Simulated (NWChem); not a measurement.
System: SnH4S; SMILES [SH][SnH3]

NWChem input:

```
start job
memory heap 200 mb stack 900 mb global 1100 mb
geometry units angstroms noautoz
  Sn    -0.000706     0.581743    -0.000467
  S      0.076350    -1.864321    -0.001466
  H     -0.825450     1.147617    -1.411017
  H      1.655930     1.054385    -0.016067
  H     -0.798482     1.148510     1.425184
  H     -1.280841    -1.987067     0.002761
end
basis spherical
  Sn library def2-tzvp
  S library def2-tzvp
  H library def2-tzvp
end
ecp
  Sn library def2-ecp
end
dft
  xc b3lyp
  iterations 150
  mulliken
end
task dft energy
```

Output (shortened):

```
             Northwest Computational Chemistry Package (NWChem) 7.3.0
             --------------------------------------------------------

 C1  symmetry detected

                             Geometry "geometry" -> ""
                             -------------------------

 Output coordinates in angstroms (scale by  1.889725989 to convert to a.u.)

  No.       Tag          Charge          X              Y              Z
 ---- ---------------- ---------- -------------- -------------- --------------
    1 Sn                  50.0000     0.00857140     0.57280095     0.00000152
    2 S                   16.0000     0.04982094    -1.87412900     0.00003400
    3 H                    1.0000    -0.80364862     1.15015983    -1.41315902
    4 H                    1.0000     1.67198630     1.02114153    -0.01087145
    5 H                    1.0000    -0.78501477     1.15171297     1.42310870
    6 H                    1.0000    -1.30902777    -1.97699771     0.00030148

 Effective nuclear repulsion energy (a.u.)     242.8305109025

                                 NWChem DFT Module
                                 -----------------

 Summary of "ao basis" -> "ao basis" (spherical)
 ------------------------------------------------------------------------------
       Tag                 Description            Shells   Functions and Types
 ---------------- ------------------------------  ------  ---------------------
 Sn                        def2-tzvp                16       50   6s5p3d2f
 S                         def2-tzvp                13       37   5s5p2d1f
 H                         def2-tzvp                 4        6   3s1p

            General Information
            -------------------
          SCF calculation type: DFT
          Wavefunction type:  closed shell.
          No. of atoms     :     6
          No. of electrons :    42
           Alpha electrons :    21
            Beta electrons :    21
          Charge           :     0
          Spin multiplicity:     1
          Use of symmetry is: off; symmetry adaption is: off
          Maximum number of iterations: 150
          AO basis - number of functions:   111
                     number of shells:    45
          Convergence on energy requested:  1.00D-06
          Convergence on density requested:  1.00D-05
          Convergence on gradient requested:  5.00D-04

              XC Information
              --------------
                         B3LYP Method XC Potential
                     Hartree-Fock (Exact) Exchange  0.200
                        Slater Exchange Functional  0.800 local
                    Becke 1988 Exchange Functional  0.720 non-local
              Lee-Yang-Parr Correlation Functional  0.810
                  VWN I RPA Correlation Functional  0.190 local

             Grid Information
             ----------------
          Grid used for XC integration:  medium
          Radial quadrature: Mura-Knowles
          Angular quadrature: Lebedev.
          Tag              B.-S. Rad. Rad. Pts. Rad. Cut. Ang. Pts.
          ---              ---------- --------- --------- ---------
          Sn                  1.45      123          10.0       590
          S                   1.00       88          10.0       590
          H                   0.35       45          11.0       434
          Grid pruning is: on
          Number of quadrature shells:   391
          Spatial weights used:  Erf1

      Superposition of Atomic Density Guess
      -------------------------------------

 Sum of atomic energies:        -648.59084184

      Non-variational initial energy
      ------------------------------

 Total energy =    -613.078040
 1-e energy   =   -1156.654229
 2-e energy   =     428.517550
 HOMO         =      -0.309941
 LUMO         =       0.011328

     ---------------------------------------------
      Total Density - Mulliken Population Analysis
     ---------------------------------------------

    Atom       Charge   Shell Charges
 -----------   ------   -------------------------------------------------------
    1 Sn  22    21.30   0.28 -0.75  1.51  0.96  0.83  0.51 -0.40  6.36  0.65  1.00  0.25  8.92  1.08  0.11  0.02  0.00
    2 S   16    16.69   2.01  0.49  1.48  1.08  0.81  4.18  1.69  0.91  2.55  1.44  0.01  0.03  0.00
    3 H    1     1.09   0.21  0.55  0.32  0.01
    4 H    1     1.09   0.21  0.56  0.32  0.01
    5 H    1     1.09   0.21  0.55  0.32  0.01
    6 H    1     0.74   0.19  0.40  0.13  0.02

   convergence    iter        energy       DeltaE   RMS-Dens  Diis-err
 ---------------- ----- ----------------- --------- --------- ---------
 d= 0,ls=0.0,diis     1   -614.9660256252 -7.30D+02  9.23D-03  5.61D-01
 d= 0,ls=0.0,diis     2   -614.9783254572 -1.23D-02  5.17D-03  1.65D-01
 d= 0,ls=0.0,diis     3   -614.9929554032 -1.46D-02  2.02D-03  8.98D-02
 d= 0,ls=0.0,diis     4   -615.0051936308 -1.22D-02  2.28D-04  6.77D-04
 d= 0,ls=0.0,diis     5   -615.0052924759 -9.88D-05  5.65D-05  6.08D-05
  Resetting Diis
 d= 0,ls=0.0,diis     6   -615.0052997859 -7.31D-06  1.21D-05  3.88D-06
 d= 0,ls=0.0,diis     7   -615.0053003053 -5.19D-07  3.73D-06  8.50D-08

         Total DFT energy =     -615.005300305344
      One electron energy =    -1158.178889264295
           Coulomb energy =      473.401258294946
    Exchange-Corr. energy =      -45.286308377015
 Nuclear repulsion energy =      115.058639041019

 Numeric. integr. density =       41.999961164376

                       DFT Final Molecular Orbital Analysis
                       ------------------------------------

 Vector   19  Occ=2.000000D+00  E=-3.375652D-01
              MO Center=  6.6D-01,  7.4D-01, -8.7D-03, r^2= 3.1D+00
   Bfn.  Coefficient  Atom+Function         Bfn.  Coefficient  Atom+Function
  ----- ------------  ---------------      ----- ------------  ---------------
    95      0.286752  4 H  s                 10     -0.254697  1 Sn px
    13      0.236681  1 Sn px                16      0.216909  1 Sn px
    96      0.191838  4 H  s                 94      0.166896  4 H  s
    89     -0.118785  3 H  s                101     -0.116593  5 H  s
    65     -0.084658  2 S  px                90     -0.078720  3 H  s

 Vector   20  Occ=2.000000D+00  E=-3.127884D-01
              MO Center= -2.8D-02, -1.2D+00, -6.5D-04, r^2= 3.3D+00
   Bfn.  Coefficient  Atom+Function         Bfn.  Coefficient  Atom+Function
  ----- ------------  ---------------      ----- ------------  ---------------
    66      0.413484  2 S  py                69      0.275070  2 S  py
    11      0.209822  1 Sn py                14     -0.203902  1 Sn py
    63      0.183181  2 S  py                57     -0.156905  2 S  py
    17     -0.151686  1 Sn py                54     -0.151268  2 S  s
    55     -0.112176  2 S  s                 65     -0.108579  2 S  px

 Vector   21  Occ=2.000000D+00  E=-2.571802D-01
              MO Center= -3.5D-02, -1.6D+00,  9.8D-04, r^2= 2.3D+00
   Bfn.  Coefficient  Atom+Function         Bfn.  Coefficient  Atom+Function
  ----- ------------  ---------------      ----- ------------  ---------------
    67      0.492536  2 S  pz                70      0.378853  2 S  pz
    64      0.233641  2 S  pz                58     -0.190538  2 S  pz
   102     -0.095378  5 H  s                 90      0.094725  3 H  s
    61     -0.085726  2 S  pz               101     -0.080197  5 H  s
    89      0.079732  3 H  s                 23      0.075303  1 Sn d -1

 Vector   22  Occ=0.000000D+00  E=-3.922232D-02
              MO Center= -9.6D-02,  5.4D-02,  8.6D-04, r^2= 6.1D+00
   Bfn.  Coefficient  Atom+Function         Bfn.  Coefficient  Atom+Function
  ----- ------------  ---------------      ----- ------------  ---------------
     6      0.792928  1 Sn s                 20     -0.545678  1 Sn py
     5      0.495541  1 Sn s                 69     -0.466751  2 S  py
    55     -0.407132  2 S  s                  2      0.321035  1 Sn s
    90     -0.310604  3 H  s                102     -0.310402  5 H  s
     3     -0.267641  1 Sn s                 66     -0.256761  2 S  py

 Vector   23  Occ=0.000000D+00  E=-9.023013D-03
              MO Center= -1.8D-01,  3.5D-01, -1.3D-03, r^2= 6.4D+00
   Bfn.  Coefficient  Atom+Function         Bfn.  Coefficient  Atom+Function
  ----- ------------  ---------------      ----- ------------  ---------------
     6      1.132518  1 Sn s                 96     -0.739303  4 H  s
    90     -0.670769  3 H  s                102     -0.667286  5 H  s
   108     -0.552589  6 H  s                 20      0.507330  1 Sn py
     5      0.456011  1 Sn s                 55      0.431833  2 S  s
    68     -0.365042  2 S  px                 2      0.292890  1 Sn s

 Vector   24  Occ=0.000000D+00  E= 2.032962D-02
              MO Center= -7.5D-01,  1.8D-01,  1.2D-03, r^2= 6.2D+00
   Bfn.  Coefficient  Atom+Function         Bfn.  Coefficient  Atom+Function
  ----- ------------  ---------------      ----- ------------  ---------------
    19      0.951727  1 Sn px                96     -0.661921  4 H  s
   108     -0.664059  6 H  s                102      0.658714  5 H  s
    90      0.652511  3 H  s                 68     -0.597061  2 S  px
    16      0.426203  1 Sn px                20     -0.346238  1 Sn py
     6     -0.342656  1 Sn s                 55      0.243602  2 S  s

     ---------------------------------------------
      Total Density - Mulliken Population Analysis
     ---------------------------------------------

    Atom       Charge   Shell Charges
 -----------   ------   -------------------------------------------------------
    1 Sn  22    21.51   0.29 -0.77  1.57  0.91  0.98  0.37 -0.40  6.38  0.85  0.99  0.18  8.85  1.14  0.14  0.03  0.00
    2 S   16    16.42   2.01  0.47  1.49  1.12  0.78  4.19  1.66  0.95  2.34  1.33  0.02  0.05  0.00
    3 H    1     1.07   0.23  0.54  0.29  0.01
    4 H    1     1.07   0.23  0.55  0.29  0.01
    5 H    1     1.07   0.23  0.54  0.29  0.01
    6 H    1     0.86   0.24  0.47  0.12  0.02

     -------------------------------------------
      Total Density - Lowdin Population Analysis
     -------------------------------------------

    Atom       Charge   Shell Charges
 -----------   ------   -------------------------------------------------------
    1 Sn  22    21.83   0.00  0.02  0.86  1.05  0.65  0.44  0.08  5.47  1.12  1.16  0.49  8.30  1.65  0.47  0.08  0.00
    2 S   16    16.03   1.99  0.84  1.13  0.87  0.68  3.91  1.88  1.06  2.07  1.48  0.02  0.09  0.01
    3 H    1     1.06   0.23  0.47  0.34  0.02
    4 H    1     1.06   0.23  0.47  0.33  0.02
    5 H    1     1.06   0.23  0.47  0.34  0.02
    6 H    1     0.95   0.24  0.43  0.22  0.08

     Multipole analysis of the density
     ---------------------------------

     L   x y z        total         alpha         beta         nuclear
     -   - - -        -----         -----         ----         -------
     0   0 0 0      0.000000    -21.000000    -21.000000     42.000000

     1   1 0 0     -0.297909      0.077812      0.077812     -0.453533
     1   0 1 0      0.523499     15.415865     15.415865    -30.308231
     1   0 0 1      0.000140      0.000110      0.000110     -0.000081

     2   2 0 0    -29.341609    -25.049249    -25.049249     20.756888
     2   1 1 0      1.534185     -1.162931     -1.162931      3.860046
     2   1 0 1     -0.000879     -0.000400     -0.000400     -0.000079
     2   0 2 0    -31.925561   -142.765084   -142.765084    253.604607
     2   0 1 1     -0.001917     -0.002666     -0.002666      0.003415
     2   0 0 2    -32.038729    -23.201445    -23.201445     14.364160
```

Level: B3LYP/def2-TZVP with def2 effective core potentials on Sn. All runs use the structure optimised with PBE-D3(BJ)/def2-SVP. B3LYP is NWChem's, with the RPA form of VWN correlation. def2 effective core potentials on Sn; no spin-orbit coupling.
